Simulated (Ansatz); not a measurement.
Geometry optimisation, Ansatz, UHF/def2-SVP.

Input file:

```yaml
crystal:
  periodic: [false, false, false]
  atoms:
    - { symbol: Ge, position_ang: [0.0, 0.0, 0.0] }
    - { symbol: H, position_ang: [0.0, 0.0, 1.8] }
    - { symbol: F, position_ang: [1.5842, 0.0, -0.5594] }
    - { symbol: Ge, position_ang: [-1.1304, 1.9584, -0.7992] }
    - { symbol: H, position_ang: [-2.6003, 1.6043, -1.1405] }
    - { symbol: H, position_ang: [-1.1048, 3.0541, 0.2968] }
    - { symbol: H, position_ang: [-0.4177, 2.4843, -2.0712] }
    - { symbol: F, position_ang: [-0.7913, -1.3709, -0.5594] }
    - { symbol: H, position_ang: [0.0, 0.0, 2.76] }
magnetization:
  spin_polarized: true
  initial_magnetization: 1
basis:
  gaussian: { orbitals: def2-SVP }
hamiltonian:
  xc: hf
relax:
  f_tol: 0.15
  max_steps: 25
  restrain:
    - { distance: [1, 8], at: 0.66, k: 30.0 }
    - { distance: [0, 1], at: 2.75, k: 30.0 }
```

Command:

```bash
$ ansatz run input.yaml --threads 4 --pin off --max-ram 5120MiB --backend cpu --events-out ev --progress --plain --runs-dir out
```

Question: Where does it end, and by what steps?

Answer: It converged. The restraints hold the end off the free minimum; the threshold counts their pulls, which the force column leaves out. Restrained pairs: H2–H9 (0.96 → 0.71 Å), Ge1–H2 (1.80 → 2.76 Å). After 6 steps the energy has fallen by 1.083 eV (the restraints' own energy left out); H2 moved furthest, 0.76 Å.

| step | energy less start (eV) | largest force component (eV/Å) | accepted |
| --- | --- | --- | --- |
| 0 | 0.0000 | 1.439 | yes |
| 1 | -0.2386 | 2.054 | yes |
| 2 | 0.0636 | 6.428 | yes |
| 3 | -0.5049 | 2.497 | yes |
| 4 | -0.9868 | 2.354 | yes |
| 5 | -1.0682 | 1.585 | yes |
| 6 | -1.0832 | 1.580 | yes |

```xyz
9
Properties=species:S:1:pos:R:3
Ge 0.030 -0.066 -0.201
H -0.023 -0.048 2.558
F 1.623 -0.054 -0.881
Ge -1.161 2.020 -0.919
H -2.635 1.662 -1.110
H -0.996 3.033 0.221
H -0.548 2.557 -2.209
F -0.696 -1.424 -0.995
H -0.053 0.050 3.263
```

Run time: 24 s on 4 threads of Intel(R) Xeon(R) Platinum 8259CL CPU @ 2.50GHz (Skylake/Cascade Lake), on a shared host, peak memory 0.43 GiB.
